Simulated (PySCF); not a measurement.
**Relaxation of doublet [WS2]-**

All numbers come from UPBE0/[W def2-SVPD with ECP60, S def2-SVPD], scalar-relativistic core potentials, density fitting, no spin–orbit coupling, PySCF. A (50,194) grid was used.

A start displaced from a saddle point along its imaginary mode, of C2v symmetry, held to at least that symmetry:

Coordinates in bohr (charge -1 multiplicity 2):
```
W    -0.1642    0.0000    0.0000
S     0.4724    0.0000    4.1651
S     0.4724    0.0000   -4.1651
```

Optimiser trace:
| step | E − E(last) (kJ/mol) | largest gradient (Eh/bohr) |
| --- | --- | --- |
| 0 | 33.94 | 0.01650 |
| 1 | 27.92 | 0.00985 |
| 2 | 14.36 | 0.01468 |
| 3 | 3.14 | 0.00831 |
| 4 | 1.43 | 0.01169 |
| 5 | 0.16 | 0.00285 |
| 6 | 0.00 | 0.00027 |
| 7 | 0.00 | 0.00001 |

It ends at C2v with W–S 2.161 Å (×2); S–W–S 125.5° (after a last refinement on a finer grid). A frequency run shows a minimum. Other isomers or separated fragments may lie lower.

Other spin states or occupations of the open shell can lie lower. At this level a quartet minimum of C2v symmetry lies 66 kJ/mol below this structure. Spin–orbit coupling, left out here, can matter for elements this heavy.

The relaxation took roughly 2 core-minutes on a shared host.
